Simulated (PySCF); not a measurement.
# SrO: frontier orbitals

PBE0 at R = 1.899 Å; Sr x2c-TZVPall, O x2c-TZVPall; spin-free X2C with a Gaussian nucleus (PySCF 2.14). State: ¹Σ⁺ (singlet), closed shell. Only the outer orbitals are listed, counted within each symmetry.

```
orbital  occ.  ε (eV)  on Sr (%)   main shells (%)
     8σ     2  -41.43         99           99 Sr s
     9σ     2  -24.13         63   63 Sr p, 34 O s
     4π     2  -22.43        100          100 Sr p
     4π     2  -22.43        100          100 Sr p
    10σ     2  -18.39         38   62 O s, 34 Sr p
     5π     2   -4.99         17   83 O p, 15 Sr d
     5π     2   -4.99         17   83 O p, 15 Sr d
    11σ     2   -4.57         25   74 O p, 15 Sr d
    12σ     0   -1.71         98  79 Sr s, 16 Sr p
     6π     0   -0.20        100  82 Sr p, 18 Sr d
     6π     0   -0.20        100  82 Sr p, 18 Sr d
```

Question: Which are the highest filled and the lowest empty level, where do they sit, and how wide is the gap?

Answer: Highest filled 11σ at -4.57 eV (in %: 74 O p, 15 Sr d); lowest empty 12σ at -1.71 eV (in %: 79 Sr s, 16 Sr p); the gap at PBE0 is 2.86 eV.

- bond order (Mayer): 1.85
- ⟨S²⟩: 0.000
- charge on Sr (Mulliken, basis-dependent): 0.84
- charge on Sr (Löwdin, basis-dependent): 0.71
- dipole moment (positive dipole means Sr(−)O(+)): -8.69 D
- polarisability along the bond: 90.5 bohr³
- polarisability across the bond: 28.0 bohr³
